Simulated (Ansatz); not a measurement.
Species: sum formula Si₂NH₄Cl₃ (charge 0, singlet). 
Coordinates optimised at B3LYP-D3(BJ)/def2-TZVP (Ansatz, a first-principles code):
```xyz
10

Si     2.6201    -0.6247     0.4986
N      1.2606    -0.3492    -0.5654
Si    -0.3336     0.0720    -0.1945
Cl    -0.8627     1.8824    -0.9902
Cl    -1.6750    -1.2960    -0.9145
Cl    -0.4829     0.1639     1.8414
H      3.7640    -0.9325    -0.3878
H      2.9183     0.5756     1.3077
H      2.3690    -1.7622     1.4083
H      1.4632    -0.4525    -1.5511
```
Charge 0, spin multiplicity 1.

Property: atomisation energy (electronic, to ground-state atoms), in kcal/mol. Correlated levels leave the core frozen unless marked. Open shells are spin-unrestricted. Spin-orbit coupling is left out. Non-relativistic. The coupled-cluster limit lacks core correlation, which all-electron functionals hold. CBS marks a two-point X^-3 extrapolation of the correlation energy; Hartree-Fock from the larger set.

```csv
level,program,atomisation energy (kcal/mol)
BHLYP-D4/def2-TZVPD,Ansatz + dftd4,[?]
HSE06/def2-TZVPD,Ansatz,782.6
SCS-MP2/6-31G*,Ansatz,694.3
CCSD/aug-cc-pV(Q+d)Z,Ansatz,774.5
"CCSD(T)/CBS(aug-cc-pV(T+d)Z,aug-cc-pV(Q+d)Z)",Ansatz,799.9
```

**Question.** Some entries are withheld; supply them.

**Answer.** 
- BHLYP-D4/def2-TZVPD, atomisation energy (kcal/mol): 773.1
